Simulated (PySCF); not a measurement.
# Ti (titanium, neutral) across methods

[Ar] 3d3 4s1, high-spin 5F determinant (an excited configuration). Calculation: PySCF 2.14, in aug-cc-pwCVTZ-DK (10s9p7d4f3g, 127 functions); scalar relativity by spin-free X2C-1e.

| method | E (hartree) | mean ε 3p β (eV) | mean ε 4s α (eV) | mean ε 3d α (eV) | Σ⟨r²⟩ (bohr²) | ⟨S²⟩ |
| --- | --- | --- | --- | --- | --- | --- |
| r2SCAN | -853.685 | -34.380 | -4.206 | -2.805 | 41.68 | 6.001 |
| UHF | -852.72141 | -41.937 | -5.655 | -7.393 | 42.22 | 6.003 |
| PBE0 | -853.516 | -36.068 | -4.531 | -3.811 | 41.86 | 6.001 |
| LDA | -851.627 | -33.900 | -4.233 | -2.649 | 42.20 | 6.000 |
| B97-3 | -853.593 | -36.242 | -4.398 | -3.734 | 41.88 | 6.001 |
| PBEsol | -852.520 | -33.779 | -4.096 | -2.579 | 42.30 | 6.000 |

(1) Estimate the same row for PBE.

Answers

(1) E (hartree) = -853.496; mean ε 3p β (eV) = -33.821; mean ε 4s α (eV) = -4.067; mean ε 3d α (eV) = -2.616; Σ⟨r²⟩ (bohr²) = 42.58; ⟨S²⟩ = 6.000.
